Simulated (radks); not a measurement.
Co0.25-, configuration [Ar] 3d8.25 4s1 (fractional occupations, a model configuration). Method: scalar-relativistic Kohn-Sham, r2SCAN, spin-unpolarised, spherical densities, finite nucleus; meta-GGA in the generalised Kohn-Sham scheme; Fermi nuclear charge, rms radius 3.7875 fm; computed with a radial shooting solver on a logarithmic mesh with Libxc functionals.

Radial electron density D(r) = 4 pi r^2 rho(r):

```
   r/bohr * D(r) (the largest magnitude, 36.7, reaches the edge; | marks zero)
 0.002452 |*
  0.00281 | *
 0.003219 | *
 0.003718 |  *
 0.004259 |   *
  0.00488 |    *
 0.005635 |     *
 0.006456 |       *
 0.007397 |         *
 0.008475 |           *
 0.009787 |              *
  0.01121 |                 *
  0.01285 |                     *
  0.01484 |                         *
    0.017 |                             *
  0.01947 |                                  *
  0.02249 |                                      *
  0.02577 |                                          *
  0.02952 |                                             *
  0.03409 |                                               *
  0.03906 |                                                *
  0.04475 |                                               *
  0.05168 |                                             *
  0.05921 |                                          *
  0.06784 |                                        *
  0.07834 |                                      *
  0.08975 |                                     *
   0.1028 |                                       *
   0.1188 |                                           *
   0.1361 |                                                *
   0.1559 |                                                    *
   0.1786 |                                                      *
   0.2062 |                                                    *
   0.2363 |                                              *
   0.2707 |                                      *
   0.3126 |                             *
   0.3582 |                       *
   0.4104 |                     *
   0.4739 |                      *
    0.543 |                         *
   0.6221 |                           *
   0.7184 |                           *
   0.8231 |                        *
    0.943 |                   *
    1.089 |              *
    1.248 |         *
    1.429 |      *
    1.651 |    *
    1.891 |  *
    2.167 | *
    2.503 | *
    2.867 |*
    3.285 |*
    3.763 |*
    4.346 *
    4.979 *
    5.705 *
    6.588 *
    7.548 *
    8.648 *
    9.987 *
    11.44 *
```

D(r) has 3 maxima, at r = 0.0391, 0.179, 0.663 bohr, and minima at 0.0855, 0.420 bohr, inside which lie 2.12, 10.75 electrons.
